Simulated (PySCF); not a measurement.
Molecule: SMILES N#Cc1ccc(S)cc1. Atoms near the plane z = 0.8 Å, at the GFN2-xTB optimised geometry (x, y, z in Å): N1 (-2.0, -3.5, 0.0), C2 (-1.4, -2.5, 0.0), C3 (-0.7, -1.3, 0.0), C4 (-1.4, 0.0, 0.0), C5 (-0.7, 1.2, 0.0), C6 (0.7, 1.1, 0.0), S7 (1.6, 2.6, 0.0), C8 (1.4, -0.1, 0.0), C9 (0.7, -1.3, 0.0), H10 (-2.5, 0.0, 0.0), H11 (-1.2, 2.1, 0.0), H12 (0.6, 3.5, 0.0), H13 (2.5, 0.0, 0.0), H14 (1.2, -2.2, 0.0).

Computed with PySCF 2.14.0 with B3LYP/def2-TZVP. The values are rescaled to run from 0 to 1.

```
|++++++++==========+++++++++|
|++++++==============+++++++|
|++++================+++++++|
|+++=================+++++++|
|+++================++++++++|
|++================+++++++++|
|+=================+++++++++|
|+================++++++++++|
|==========---===+++++++++++|
|=========-:::-==+++++++++++|
|========--.  :=++++++++++++|
|========-:  .-=+**+++++++++|
|========:.  :-+#%#*++++++++|
|=======-:  .-=*%@@#*+++++++|
|========-..:=+#@@%#*+++++++|
|========----+*%@@#*++++++++|
|============+#@@%#*++++++++|
|===========++*%%#*+++++++++|
|===========++****++++++++++|
|+=========+++++++++++++++++|
|+=========+++++++++++++++++|
|++=========++++++++++++++++|
|++=========++++++++++++++++|
|+++========++++++++++++++++|
|+++========++++++++++++++++|
|++++=======++++++++++++++++|
|+++++=======+++++++++++++++|
```
Scale: ten equal steps from 0.000 (start of ' ') to 1.00 (end of '@'), in the order ' .:-=+*#%@'; x runs from -5.50 to 5.50, y from -5.50 (bottom) to 5.50 (top).

**Question.** Which quantity is mapped?
A. log10 of the electron density
B. electrostatic potential
C. an orbital amplitude
D. electron localisation function

**Answer.** C, an orbital amplitude. In full: HOMO−1 amplitude (bohr^(-3/2)).
